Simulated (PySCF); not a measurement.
This PySCF input asks for the NMR shieldings of `InChI=1S/C7H14BOP/c1-9-7-3-5-10(2,8)6-4-7/h3-7H,1-2,8H3/t7-,10+`; the geometry comes from GFN2-xTB.

```python
import basis_set_exchange as bse
import numpy as np
from pyscf import gto, dft
from pyscf.prop import nmr

atoms = """
B    -1.449347   -1.496556    1.244100
P    -1.095443   -0.023638    0.023690
C    -2.694178    0.845742   -0.246890
C    -0.544357   -0.186702   -1.694340
C     0.725825    0.048481   -1.987965
C     1.668808    0.299975   -0.839359
O     1.581608   -0.886836   -0.064179
C     2.448801   -0.930010    1.040147
C     1.169725    1.471504   -0.024902
C    -0.057500    1.392778    0.468764
H    -0.454439   -2.108699    1.418377
H    -2.306662   -2.096146    0.671068
H    -1.848669   -0.914151    2.208060
H    -3.395964    0.143391   -0.692890
H    -2.578495    1.713668   -0.894143
H    -3.087493    1.153421    0.720076
H    -1.284105   -0.448128   -2.437632
H     1.127754    0.013204   -2.988630
H     2.701400    0.459788   -1.181025
H     2.240742   -0.125047    1.753130
H     3.496349   -0.863799    0.720294
H     2.273704   -1.889779    1.520786
H     1.837032    2.301577    0.155888
H    -0.486831    2.145725    1.115133
"""
names = dict.fromkeys(["B", "P", "C", "O", "H"], "pcSseg-1")
basis = {el: gto.basis.parse(bse.get_basis(n, elements=[el], fmt="nwchem")) for el, n in names.items()}
mol = gto.M(atom=atoms, basis=basis, charge=0, verbose=0)
mf = dft.RKS(mol, xc="PBE0")
mf.grids.level = 2
mf.grids.alignment = dft.numint.BLKSIZE   # the property module wants whole blocks of grid points
mf.conv_tol = 1e-9
mf.kernel()

calc = nmr.RKS(mf)   # GIAO
C = mf.mo_coeff
Co = C[:, mf.mo_occ > 0]
resp = mf.gen_response(singlet=True, hermi=2)
def vind(x):   # induced exchange potential for any number of trial vectors
    d = np.einsum("pi,xij,qj->xpq", C, 2 * x.reshape(-1, C.shape[1], Co.shape[1]), Co, optimize=True)
    return np.einsum("xpq,pi,qj->xij", resp(d - d.transpose(0, 2, 1)), C, Co, optimize=True).ravel()
mo1, _ = nmr.rhf.solve_mo1(calc, with_cphf=vind)
sigma = calc.kernel(mo1)
for i, s in enumerate(sigma):   # ppm
    print("%2d %-2s %9.2f" % (i, mol.atom_pure_symbol(i), np.trace(s) / 3))
```

Problem. Give the expected output.

Solution. 
```
 0 B     141.13
 1 P     345.38
 2 C     171.66
 3 C      41.46
 4 C      32.30
 5 C     113.37
 6 O     251.58
 7 C     129.98
 8 C      31.30
 9 C      40.47
10 H      30.95
11 H      30.34
12 H      30.37
13 H      30.34
14 H      30.72
15 H      30.32
16 H      24.88
17 H      24.27
18 H      27.40
19 H      28.47
20 H      28.72
21 H      28.01
22 H      24.36
23 H      24.76
```

These numbers come from an equivalent density-fitted implementation of the same equations, which agrees with the script to about 0.01 ppm for H and up to a few tenths of a ppm for heavy atoms, so last digits may differ.

Size and cost of the density-fitted run: 247 basis functions, 58 s wall time on 1 thread of an Arm Neoverse V1, shared host; peak memory 1.2 GiB.
